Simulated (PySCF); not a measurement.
Input file for PySCF: D3(BJ) and D4 dispersion corrections on HCl (SMILES Cl).

```python
from pyscf import gto
from pyscf.dispersion import dftd3, dftd4

mol = gto.M(
    atom='''
    Cl    0.24084967    0.21108879    0.53839579
    H     0.54917045    0.09146556    1.79286712
    ''',
    basis='def2-svp',
    charge=0, spin=0, verbose=0, max_memory=1800)
d3, d4 = {}, {}
for xc in ['hf', 'pbe', 'blyp', 'revpbe', 'tpss', 'r2scan', 'b3lyp', 'pbe0', 'bhlyp', 'camb3lyp', 'b2plyp']:
    d3[xc] = float(dftd3.DFTD3Dispersion(mol, xc=xc, version='d3bj', atm=False).get_dispersion()['energy'])
    print(f'D3(BJ) {xc:10s} {d3[xc]:14.8f} Eh')
for xc in ['hf', 'pbe', 'blyp', 'revpbe', 'tpss', 'r2scan', 'b3lyp', 'pbe0', 'bhlyp', 'camb3lyp', 'b2plyp']:
    d4[xc] = float(dftd4.DFTD4Dispersion(mol, xc={'camb3lyp': 'cam-b3lyp'}.get(xc, xc), atm=True).get_dispersion()['energy'])
    print(f'D4     {xc:10s} {d4[xc]:14.8f} Eh')
```

Output:

```
D3(BJ) hf            -0.00407084 Eh
D3(BJ) pbe           -0.00032219 Eh
D3(BJ) blyp          -0.00069562 Eh
D3(BJ) revpbe        -0.00089926 Eh
D3(BJ) tpss          -0.00039379 Eh
D3(BJ) r2scan        -0.00007655 Eh
D3(BJ) b3lyp         -0.00056197 Eh
D3(BJ) pbe0          -0.00026232 Eh
D3(BJ) bhlyp         -0.00042952 Eh
D3(BJ) camb3lyp      -0.00022034 Eh
D3(BJ) b2plyp        -0.00024654 Eh
D4     hf            -0.00096242 Eh
D4     pbe           -0.00020869 Eh
D4     blyp          -0.00049725 Eh
D4     revpbe        -0.00085497 Eh
D4     tpss          -0.00028468 Eh
D4     r2scan        -0.00004667 Eh
D4     b3lyp         -0.00033865 Eh
D4     pbe0          -0.00016876 Eh
D4     bhlyp         -0.00022290 Eh
D4     camb3lyp      -0.00016522 Eh
D4     b2plyp        -0.00014262 Eh
```

The run finished.

Cost: very roughly 0.010 core-seconds.
